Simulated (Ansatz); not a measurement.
trans-OsCl2(PF3)4 (P4OsCl2F12). The state is a singlet with charge 0. Geometry PBE-D4/def2-SVP.

```
atom   x (Å)   y (Å)   z (Å)
 Cl1   0.541  -1.704  -1.683
 Cl2  -0.542   1.704   1.683
  F3  -2.970  -0.840   1.445
  F4  -1.641  -2.768   0.814
  F5  -2.831  -1.486  -0.888
  F6   2.082   1.378  -2.186
  F7   3.279   0.077  -0.504
  F8   2.501   2.315   0.012
  F9  -0.626   2.842  -1.596
 F10  -2.682   1.640  -1.063
 F11  -1.343   0.980  -2.975
 F12   0.179  -1.432   2.989
 F13   2.241  -0.251   2.435
 F14   1.813  -2.455   1.517
Os15   0.000   0.000   0.000
 P16  -1.876  -1.256   0.366
 P17   1.967   0.969  -0.649
 P18  -1.160   1.348  -1.437
 P19   1.070  -1.062   1.720
```

In the def2 sets Os takes a core potential; there is no spin–orbit coupling. Single mean-field runs in def2-TZVP are fitted with def2-universal-jkfit. Another isomer (singlet) lies 0.56 eV lower at PBE0-D4/def2-TZVP; other spin states weren't run for this one.

Problem. Estimate the orbital energies around the gap (eV) in Ansatz with PBE-D4/def2-SVP, PBE-D4/def2-TZVP, r2SCAN-D4/def2-TZVP, PBE0-D4/def2-SVP, CAM-B3LYP-D4/def2-TZVP.

Solution. 
| orbital | PBE-D4/def2-SVP | PBE-D4/def2-TZVP | r2SCAN-D4/def2-TZVP | PBE0-D4/def2-SVP | CAM-B3LYP-D4/def2-TZVP |
| --- | --- | --- | --- | --- | --- |
| HOMO−13 | -10.94 | -11.22 | -11.83 | -13.36 | -15.07 |
| HOMO−12 | -10.94 | -11.22 | -11.83 | -13.31 | -15.02 |
| HOMO−11 | -10.90 | -11.17 | -11.79 | -13.28 | -14.74 |
| HOMO−10 | -9.75 | -9.91 | -10.28 | -11.44 | -12.96 |
| HOMO−9 | -9.62 | -9.83 | -10.28 | -11.44 | -12.96 |
| HOMO−8 | -9.62 | -9.83 | -10.25 | -11.24 | -12.59 |
| HOMO−7 | -8.81 | -8.89 | -9.26 | -10.42 | -11.79 |
| HOMO−6 | -8.62 | -8.77 | -9.18 | -10.36 | -11.79 |
| HOMO−5 | -8.62 | -8.77 | -9.18 | -10.36 | -11.63 |
| HOMO−4 | -8.05 | -8.35 | -8.70 | -9.40 | -10.84 |
| HOMO−3 | -6.95 | -7.21 | -7.58 | -8.54 | -10.09 |
| HOMO−2 | -6.95 | -7.21 | -7.58 | -8.54 | -10.09 |
| HOMO−1 | -5.92 | -6.16 | -6.47 | -7.44 | -8.90 |
| HOMO | -5.92 | -6.16 | -6.47 | -7.44 | -8.90 |
| LUMO | -2.86 | -3.07 | -2.93 | -2.08 | -1.15 |
| LUMO+1 | -2.75 | -2.98 | -2.85 | -2.07 | -1.01 |
| LUMO+2 | -2.60 | -2.82 | -2.59 | -1.89 | -0.77 |
| LUMO+3 | -2.16 | -2.47 | -2.33 | -1.49 | -0.56 |
| LUMO+4 | -2.16 | -2.47 | -2.33 | -1.49 | -0.56 |
| LUMO+5 | -1.55 | -1.89 | -1.69 | -0.79 | 0.15 |
